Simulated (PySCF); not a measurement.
C6H5NO2.
Z-matrix (Å and degrees, PBE0-D3(BJ)/def2-SVP geometry), rows numbered from 1:
```
O 
C   1  1.2035
O   2  1.3374  1  123.00
C   2  1.4902  1  124.18  3  -179.97
C   4  1.3955  2  122.67  1   177.49
C   5  1.3944  4  118.09  2  -179.86
N   6  1.3301  5  123.50  4    -0.20
C   7  1.3314  6  118.00  5     0.16
C   8  1.3928  7  123.43  6     0.05
H   3  0.9692  2  106.54  1    -0.02
H   5  1.0907  4  120.72  2     0.03
H   6  1.0960  5  120.00  4   179.79
H   8  1.0958  7  116.48  6  -179.95
H   9  1.0916  4  119.73  2    -0.05
```

Theory: TDDFT B3LYP/def2-SVPD, vertical, gas phase, core orbitals frozen in the response (PySCF 2.14.0, density-fitted response routines).

Kohn–Sham orbitals with the atoms that hold most of them (Löwdin shares over 4%, at most four atoms; ? is withheld):

```tsv
orbital	ε (eV)	atoms
LUMO+2	-0.07	O3 33%, H10 18%, C2 18%, O1 10%
LUMO+1	-1.07	C5 19%, C8 19%, C6 19%, C9 18%
LUMO	?	?
HOMO	-7.51	?
HOMO-1	-7.81	C9 21%, C6 20%, C8 20%, C5 20%
HOMO-2	-8.44	O1 66%, O3 10%, C2 8%, C4 7%
HOMO-3	-8.53	C4 25%, N7 21%, O1 12%, C5 12%
```

(1) Give the leading atoms of the HOMO.

(2) Give the leading atoms of the LUMO.

(3) What is the LUMO energy, and the HOMO–LUMO gap?

## Answers

(1) N7 (bonded to 2 C) 59%; C6 (bonded to C, N and H) 11%; C8 (bonded to C, N and H) 10%; C5 (bonded to 2 C and H) 5%. By element: nitrogen 59%, carbon 26% or more.

(2) C4 (bonded to 3 C) 16%; N7 (bonded to 2 C) 16%; C2 (bonded to C and 2 O) 15%; O1 (bonded to C) 13%. By element: carbon 31% or more, nitrogen 16%, oxygen 13% or more.

(3) ε(LUMO) = -2.33 eV; the gap is 5.19 eV (0.1906 hartree).

Task: How does S1 compare with the orbital gap of 5.19 eV?

Result: S1 is at 4.05 eV (f = 0.0019), 1.14 eV below the gap, made of HOMO→LUMO (99%). 

Task: One configuration dominates each of S1, S2, S3, S4 and S6. Which, and how do the shares of the two leading atoms of either orbital change from the occupied to the empty one?

Result: 
- S1 (4.05 eV, f 0.0019), HOMO→LUMO (99%): N7 59% → 16%, C6 11% → at most 13%, C4 at most 5% → 16%
- S2 (4.77 eV, f 0.0003), HOMO-2→LUMO (92%): O1 66% → 13%, O3 10% → at most 13%, C4 7% → 16%, N7 at most 7% → 16%
- S3 (4.85 eV, f 0.049), HOMO-1→LUMO (89%): C9 21% → at most 13%, C6 20% → at most 13%, C4 at most 20% → 16%, N7 at most 20% → 16%
- S4 (5.06 eV, f 0.0000), HOMO→LUMO+1 (100%): N7 59% → at most 19%, C6 11% → 19%, C5 5% → 19%, C8 10% → 19%
- S6 (6.52 eV, f 0.0003), HOMO-2→LUMO+1 (96%): O1 66% → at most 19%, O3 10% → at most 19%, C5 at most 7% → 19%, C8 at most 7% → 19%

The run took 4.9 min of wall time on one thread, Arm Neoverse V1, on a shared host.

One conformer stands for the species.
